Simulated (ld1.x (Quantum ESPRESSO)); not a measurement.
## Kr, TM: configuration errors across variants

ld1.x (Quantum ESPRESSO) 7.5 input, shortened:

```
&input
   title='Kr', zed=36., rel=1, dft='PBE', iswitch=3,
   config='[Ar] 3d10 4s2 4p5'
 /
 &inputp
   pseudotype=2, tm=.true., lloc=1,
   nlcc=.true.
 /
2
4S  1  0   2.00   0.00  1.40  1.40  0.0
4P  2  1   5.00   0.00  1.20  1.20  0.0
 &test
   configts(1)='4s2 4p5'
 /
```

All-electron excitation energies from the reference (eV): (1) 4s2 4p6 -14.289; (2) 4s2 4p4 25.175; (3) 4s2 4p3 62.249; (4) 4s2 4p2 112.059; (5) 4s1 4p6 14.508; (6) 4s2 4p5.5 -8.433.

2 further variants failed, have other tests or too few solved ones, and are left out.

A true bound ghost makes a file unfit for plane-wave use even where its test errors are small: the radial tests pick states by their node count and pass the ghost by.

Errors AE − PS in meV (a dash: test not solved or not reliable):

| change | (1) | (2) | (3) | (4) | (5) | (6) | bound ghosts |
| --- | --- | --- | --- | --- | --- | --- | --- |
| base | +5.4 | -1.0 | -0.7 | -14 | -1.8 | +2.3 | none |
| all radii but the core radius scaled by about 0.94 (s 1.32, p 1.12 bohr) | +6.8 | +1.7 | +10 | +7.1 | -0.6 | +2.6 | s |
| wave 4p (bound): rc 1.20 bohr becomes 4p (bound): rc 1.68 bohr | +4.4 | -3.5 | -10 | -33 | -4.8 | +2.0 | none |
| wave 4s (bound): rc 1.40 bohr becomes 4s (bound): rc 1.82 bohr | +5.9 | +0.5 | +8.7 | +16 | -16 | +2.4 | none |
| type ultrasoft; waves now 4s (bound): rcut 1.20, rcutus 1.40 bohr; 4s channel at 1.15 Ry: rcut 1.20, rcutus 1.40 bohr; 4p (bound): rcut 1.05, rcutus 1.20 bohr; 4p channel at -1.15 Ry: rcut 1.05, rcutus 1.20 bohr; local potential all-electron potential smoothed inside 1.25 bohr (lloc = -1); augmentation PSQ, inside the norm-conserving radii | +0.6 | -12 | -56 | -169 | – | – | p, d |

Problem. Give the same row for: local potential all-electron potential smoothed inside 1.10 bohr (lloc = -1).

Solution. +7.0, +0.7, +4.1, -15, -1.0, +2.7; bound ghosts: s, d.
